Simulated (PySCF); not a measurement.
BClH, SMILES [BH]Cl (connectivity only; charge and spin as stated), charge +1, multiplicity 1. Geometry: PBE-D3(BJ)/def2-TZVPD. The spin state was assumed, not searched. The isomer is the one that the SMILES or the coordinates give; other isomers of the formula were not compared.

All values below come from PBE-D3(BJ)/def2-TZVPD run with PySCF 2.14.0.

Harmonic wavenumbers (cm⁻¹): 689, 689, 1115, 2785. Rotational constants (GHz): 18.79 (linear); symmetry number 1.

### Question
Work out the zero-point energy and the ideal-gas rigid-rotor harmonic-oscillator thermochemistry at 298.15 K and 1 atm.

### Answer
ZPE = ½ Σ hcν = ½ × 5279 cm⁻¹ = 7.55 kcal/mol. H − E(el) = 9.78 kcal/mol. Entropy in cal/(mol K): translation 37.48, rotation 13.51, vibration 0.70, total 51.70. G − E(el) = -5.63 kcal/mol. Cp = 8.92 cal/(mol K).
